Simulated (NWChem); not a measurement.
Species: C$_{2}$H$_{6}$BeS; SMILES C[S][Be][CH3]

```xyz
10

Be     0.1909    -1.0089    -0.0059
C     -0.2103    -2.6356     0.0013
H      0.6918    -3.2729    -0.0332
H     -0.8306    -2.9208    -0.8665
H     -0.7676    -2.9264     0.9091
S      0.6843     0.8379     0.0005
C     -0.9528     1.6639    -0.0002
H     -1.5334     1.4178    -0.8993
H     -0.7590     2.7448     0.0007
H     -1.5344     1.4165     0.8980
```
Atoms are numbered in this order, from 1.

Program: NWChem. The geometry was optimised at PBE0/def2-SVP.

For level Hartree-Fock/cc-pVTZ:

| Item | Value |
|---|---|
| orbital gap (eV) | 11.79 |

Task: What are these values for level Hartree-Fock/aug-cc-pVDZ?

Result: 
| Property | Result |
|---|---|
| orbital gap (eV) | 10.05 |
